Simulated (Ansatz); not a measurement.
Consider the ligand exchange at the Si–S bond: `B[SiH2]CS[SiH3]` + `O=C[TeH]` → `O=C[Te][SiH3]` + `B[SiH2]CS`.

Isolated molecules relaxed with PBE0-D4/def2-TZVP in Ansatz; ΔE leaves out vibrations. CCSD(T)/CBS is the MP2 limit (def2-TZVPP, def2-QZVPP) plus CCSD(T) − MP2 in def2-TZVPP, frozen cores. Elements past krypton have def2 core potentials. For Te outer-core shells are correlated without core-valence functions, which leaves a few kJ/mol of doubt a bond. Each species was taken in one conformer, which may not be the lowest.

`B[SiH2]CS[SiH3]`:

Cartesian coordinates in Å:
```
B -2.599 -1.146 0.862
Si -0.658 -0.633 0.978
C -0.240 1.046 0.226
S 1.535 1.461 0.356
Si 2.300 0.483 -1.369
H -2.984 -2.129 1.425
H -3.408 -0.529 0.231
H -0.206 -0.636 2.398
H 0.110 -1.691 0.257
H -0.567 1.119 -0.814
H -0.765 1.835 0.771
H 2.188 -0.997 -1.296
H 1.567 0.941 -2.580
H 3.728 0.875 -1.445
```

`O=C[TeH]`:

Cartesian coordinates in Å:
```
O 0.791 1.368 0.985
C 0.348 0.619 0.176
Te -0.646 -1.214 0.678
H 0.404 0.792 -0.915
H -0.897 -1.564 -0.924
```

`O=C[Te][SiH3]`:

Z-matrix (Å, degrees):
```
Si
Te 1 2.492
H 1 1.489 2 104.8
H 1 1.483 2 111.3 3 118.8
H 1 1.483 2 111.3 3 -118.8
C 2 2.162 1 92.1 3 0.1
O 6 1.185 2 123.4 1 180.0
H 6 1.108 2 112.4 1 -0.0
```

`B[SiH2]CS`:

Cartesian coordinates in Å:
```
B 0.970 -0.329 -1.981
Si 0.613 0.550 -0.211
C -0.753 -0.293 0.782
S -1.004 0.555 2.356
H 0.377 -1.293 -2.368
H 1.816 0.119 -2.699
H 1.872 0.550 0.592
H 0.238 1.975 -0.446
H -1.670 -0.279 0.189
H -0.467 -1.334 0.949
H -1.991 -0.221 2.836
```

```csv
species,CCSD(T)/CBS(def2) energy (Eh)
`B[SiH2]CS[SiH3]`,-1044.16888
`O=C[TeH]`,-382.12128
`O=C[Te][SiH3]`,-672.42464
`B[SiH2]CS`,-753.86807
```

Task: Work out ΔE.

Result: ΔE = (-672.42464) + (-753.86807) − (-1044.16888) − (-382.12128) = -0.00255 Eh = -6.7 kJ/mol.

Largest T1 diagnostic among the species: 0.016.

The D4 term adds +3.7 kJ/mol with B3LYP and +2.2 kJ/mol with PBE0; it sums over pairs of atoms, weighted by their polarisabilities, and B3LYP, whose exchange is more repulsive, gets the larger term.

B3LYP here is the variant with VWN-RPA as its local correlation; programs differ in this.
